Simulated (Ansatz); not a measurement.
Computed with Ansatz on PBE0-D4/def2-TZVP structures; ΔE is electronic, products minus reactants. CBS: MP2 limit from def2 TZ/QZ plus the TZ coupled-cluster correction, frozen cores. This one scheme is used for every species. For As outer-core shells are correlated without core-valence functions, which leaves a few kJ/mol of doubt a bond. Scalar relativity is left out up to krypton.

Reaction (cleavage of the As–B bond): `FB[AsH2]` + CH₃OH → `CO[AsH2]` + `BF`

```
   species  SCS-MP2/def2-QZVPP energy (Eh)
`FB[AsH2]`                     -2361.10149
     CH₃OH                      -115.56242
`CO[AsH2]`                     -2350.87844
      `BF`                      -125.77464
```

Task: Work out ΔE.

Result: ΔE = (-2350.87844) + (-125.77464) − (-2361.10149) − (-115.56242) = 0.01083 Eh = +28.4 kJ/mol. CCSD(T)/CBS gives +38.8 kJ/mol.

Task: What do rigid-rotor, harmonic-oscillator terms from PBE0-D4/def2-TZVP frequencies (298.15 K, 1 bar) make of the CCSD(T)/CBS value? (Estimate.)

Result: Ansatz gave: ΔZPE = -5.1 kJ/mol, ΔH = +33.1 kJ/mol, ΔS = -13 J/(mol·K), ΔG = +37.0 kJ/mol.

Largest T1 diagnostic among the species: 0.013.

The D4 term adds −3.1 kJ/mol with B3LYP and −1.6 kJ/mol with PBE0; it sums over pairs of atoms, weighted by their polarisabilities, and B3LYP, whose exchange is more repulsive, gets the larger term. In def2-TZVPP, CCSD(T) changes the Hartree–Fock value by +10.2 kJ/mol (the triples alone add −0.3 kJ/mol) and MP2 by +9.4 kJ/mol. Leaving LDA and LC-ωPBE aside and taking each functional with its dispersion term where it has one, the values, not all of them listed here, spread over 20.1 kJ/mol, from BLYP-D4 to HSE06-D4. LDA lies +5.7 kJ/mol from PBE without D4.

B3LYP here is the variant with VWN-RPA as its local correlation; programs differ in this.
